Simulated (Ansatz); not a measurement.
Harmonic frequencies (cm⁻¹) at PBE0-D4/def2-TZVP from Ansatz: 49, 89, 148, 281, 303, 517, 578, 637, 659, 713, 830, 918, 958, 995, 1184, 1191, 1218, 1400, 1404, 1413, 1641, 3036, 3096, 3103, 3156, 3176, 3418.

Each molecule was computed in one conformer, which needn't be the lowest.

(1) Which molecule is it?
A. `N[CH2][GeH3]`
B. `N=[CH][Al]1[CH2][CH2]1`
C. `[CH3][Al]([CH3])[C]#N`
D. `[SiH3][SiH]1[SiH2]S1`

## Answers

(1) B.
